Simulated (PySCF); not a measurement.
**TcH₃⁺: fields on a plane**

Method: UPBE0/[Tc def2-TZVP with ECP28, H def2-TZVP], scalar-relativistic core potentials, density fitting, no spin–orbit coupling, PySCF.

The quartet minimum has H–H 0.947 Å, Tc–H 1.595 Å, Tc–H 1.683 Å, Tc–H 1.700 Å; H–H–Tc 72.7°, H–H–Tc 74.7°, H–Tc–H 32.5°, H–Tc–H 67.3°, H–Tc–H 99.8°.

The plane holds Tc1 at (0.00, 0.00), H2 at (1.68, 0.00), H3 at (1.43, 0.91), H4 at (0.62, -1.47) Å. Columns run from x = -1.95 to 4.05 Å, rows from y = 3.15 (top) to -3.45 Å, in steps of 0.3 Å. Other isomers or separated fragments may lie lower. Core electrons replaced by a potential are absent, the electrostatic potential uses the reduced nuclear charge, and values within about 0.7 Å of such atoms have no physical meaning.

**Question.** Give the electrostatic potential (V) (cut at 20 V). Lower edges of the bins (V): '_' 2.61, '.' 2.71, ':' 2.88, '-' 3.13, '=' 3.54, '+' 4.19, '*' 5.22, '#' 6.85, '%' 9.43, '@' 13.52; top 20.0, each point printed twice.

**Answer.** 
```
==++++++++++++++++++++++========------::::
++++++++++++++++++++++++++++======------::
++++****************++++++++++++====----::
++**************************++++++====----
******##########**************++++======--
****########################****++++====--
**####%%%%%%%%%%%%%%%%@@@@%%##**++++======
####%%%%@@@@@@@@@@@@@@@@@@@@##****++++====
####%%@@@@@@@@@@@@@@@@@@@@@@##****++++====
##%%%%@@@@@@@@@@@@@@@@@@@@@@%%##**++++====
##%%@@@@@@@@@@@@@@@@@@@@@@@@%%##**++++====
##%%@@@@@@@@@@@@@@@@@@@@@@@@%%##**++++====
##%%@@@@@@@@@@@@@@@@@@@@@@@@%%##**++++====
##%%%%@@@@@@@@@@@@@@%%%%######****++++====
####%%%%%%@@@@@@@@@@%%####******++++====--
**########%%%%@@@@@@@@##****++++++======--
******########@@@@@@@@##**++++++++====----
************####%%@@##****++++======------
++++************####****++++========----::
++++++++++++++******++++++========----::::
==++++++++++++++++++++++======------::::..
============================------::::..__
--======================--------::::....__
```

**Question.** Give the highest occupied orbital (Å^-3/2) at -13.53 eV (cut at ±0.3; overall sign arbitrary). Every second row and column.

**Answer.** 
```
 0.00  0.00  0.00 -0.01 -0.01 -0.01 -0.01 -0.01  0.00  0.00  0.00
 0.00  0.00 -0.01 -0.03 -0.04 -0.04 -0.03 -0.01 -0.01  0.00  0.00
 0.01  0.00 -0.02 -0.07 -0.10 -0.10 -0.08 -0.04 -0.01  0.00  0.00
 0.02  0.04  0.00 -0.17 -0.28 -0.26 -0.18 -0.06 -0.02  0.00  0.00
 0.04  0.12  0.23 -0.30 -0.30 -0.30 -0.17 -0.02  0.00  0.00  0.00
 0.05  0.16  0.30  0.22  0.15  0.20  0.25  0.08  0.03  0.01  0.00
 0.01  0.01 -0.18 -0.30  0.30  0.30  0.25  0.10  0.03  0.01  0.00
-0.02 -0.07 -0.25 -0.30 -0.08  0.11  0.09  0.05  0.02  0.01  0.00
-0.02 -0.05 -0.11 -0.16 -0.14 -0.01  0.02  0.02  0.01  0.00  0.00
-0.01 -0.02 -0.04 -0.06 -0.05 -0.02  0.00  0.00  0.00  0.00  0.00
 0.00 -0.01 -0.01 -0.02 -0.02 -0.01  0.00  0.00  0.00  0.00  0.00
 0.00  0.00  0.00  0.00  0.00  0.00  0.00  0.00  0.00  0.00  0.00
```

With open d or f shells other occupations or spin states may lie lower.
